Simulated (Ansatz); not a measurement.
Mulliken charges of BFH4N2OSi (`N[Si]1(F)NB1O`) from ωB97M-V/def2-TZVPP in Ansatz (PBE0-D4/def2-TZVP geometry).

```csv
atom,x (Å),y (Å),z (Å),charge (e)
N1,-0.147,-2.043,-0.142,-0.358
Si2,-0.482,-0.412,-0.445,0.601
F3,-1.931,-0.477,-1.120,-0.318
N4,-0.297,0.765,0.804,-0.277
B5,0.560,1.167,-0.255,0.140
O6,1.428,2.176,-0.483,-0.303
H7,0.752,-2.365,0.168,0.119
H8,-0.739,-2.778,-0.489,0.129
H9,-0.548,1.108,1.724,0.094
H10,1.488,2.808,0.241,0.173
```

By hand: the dipole of these point charges (1 e Å = 4.8032 D).

Σ q r = (0.305, -0.122, 0.188) e Å, of length 0.378 e Å = 1.82 D.

How does the dipole of the full density compare? (An estimate is asked.)

The calculation gave: (0.192, -0.086, 0.533) e Å, 2.75 D; the point charges give 0.66 times that, at 39° from its direction.

Point charges leave out the atoms' own dipoles, such as those of lone pairs, and Mulliken's split depends on the basis, so the two needn't agree.
